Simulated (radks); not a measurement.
Q: Radial electron density D(r) = 4 pi r^2 rho(r) of an atom or ion with 53 electrons. Calculated with a radial shooting solver on a logarithmic mesh with Libxc functionals: Dirac Kohn-Sham, PBE, spin-unpolarised, spherical densities, finite nucleus; Fermi nuclear charge, rms radius of each element as measured or else 0.836 A^(1/3) + 0.57 fm.

r (bohr),D(r) (e/bohr)
0.0008791,2.096
0.001015,2.682
0.001182,3.470
0.001365,4.417
0.001589,5.677
0.001835,7.173
0.002136,9.137
0.002467,11.43
0.002872,14.39
0.003317,17.78
0.003862,22.03
0.00446,26.73
0.005192,32.43
0.005996,38.46
0.006981,45.34
0.008062,52.14
0.009385,59.23
0.01084,65.42
0.01262,70.85
0.01457,74.42
0.01696,76.10
0.01959,75.61
0.02281,73.25
0.02634,70.12
0.03067,67.32
0.03541,66.70
0.04123,69.49
0.04761,75.68
0.05543,84.65
0.06402,92.80
0.07452,97.53
0.08607,96.02
0.1002,88.42
0.1157,78.96
0.1347,72.13
0.1556,72.28
0.1811,78.33
0.2092,83.67
0.2435,81.30
0.2812,68.91
0.3274,50.07
0.3781,35.39
0.4402,29.45
0.5083,31.42
0.5918,34.43
0.6834,32.69
0.7956,25.74
0.9189,17.88
1.07,11.80
1.235,8.797
1.438,7.139
1.661,5.648
1.934,3.804
2.233,2.211
2.6,1.094
3.002,0.5488
3.495,0.2768
4.036,0.1389
4.699,0.05486
5.427,0.01680
6.318,0.003228
7.296,0.0004380

What is the nuclear charge?

A: Z = 57. The innermost maximum, from 1s, lies near gamma/Z bohr with gamma = sqrt(1 - (Z/c)^2) = 0.909, here 0.016 bohr (found: 0.0177), and its height grows with Z. The density is that of the lanthanum ion La4+ in [Kr] 4d10 5s2 5p4.5 6s0.5; the configuration itself is not fixed sharply by these data, and Z only to a few units. D(r) has 4 maxima, at r = 0.0177, 0.0776, 0.219, 0.606 bohr, and minima at 0.0340, 0.145, 0.447 bohr, inside which lie 2.02, 11.23, 28.96 electrons.
